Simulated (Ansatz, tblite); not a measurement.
Oligo(dimethylsiloxane): gap (eV) at several levels, gas phase, relaxed structures; Ansatz, xTB through tblite. The structures are stationary points that may keep the symmetry of their start.

```json
{"species": "C[Si](C)(C)O[Si](C)(C)O[Si](C)(C)O[Si](C)(C)O[Si](C)(C)O[Si](C)(C)C", "state": "singlet", "geometry": "PBE-D4/def2-SVP", "GFN1-xTB": "6.90", "GFN2-xTB": "6.08", "PBE-D4/def2-SVP": "6.14", "B3LYP-D4/6-31G": "7.95", "PBE0-D4/def2-SVP": "8.36"}
{"species": "C22H66O9Si10", "state": "singlet", "geometry": "r2SCAN-D4/def2-SVP", "GFN1-xTB": "6.75", "GFN2-xTB": "6.00", "PBE-D4/def2-SVP": "6.02", "B3LYP-D4/6-31G": "7.84", "PBE0-D4/def2-SVP": "8.24"}
```

Task: Estimate the rows for C[Si](C)(C)O[Si](C)(C)O[Si](C)(C)O[Si](C)(C)O[Si](C)(C)O[Si](C)(C)O[Si](C)(C)C (singlet, PBE-D4/def2-SVP geometry).

Result: 
```
                                                                       species    state         geometry  GFN1-xTB  GFN2-xTB  PBE-D4/def2-SVP  B3LYP-D4/6-31G  PBE0-D4/def2-SVP
C[Si](C)(C)O[Si](C)(C)O[Si](C)(C)O[Si](C)(C)O[Si](C)(C)O[Si](C)(C)O[Si](C)(C)C  singlet  PBE-D4/def2-SVP      6.88      6.13             6.19            7.96              8.40
```

Over the 3 species that have every level, the mean is 6.84 at GFN1-xTB, 6.07 at GFN2-xTB, 6.12 at PBE-D4/def2-SVP, 7.92 at B3LYP-D4/6-31G, 8.33 at PBE0-D4/def2-SVP. Orbital gaps grow with the share of exact exchange and aren't one observable across functionals.
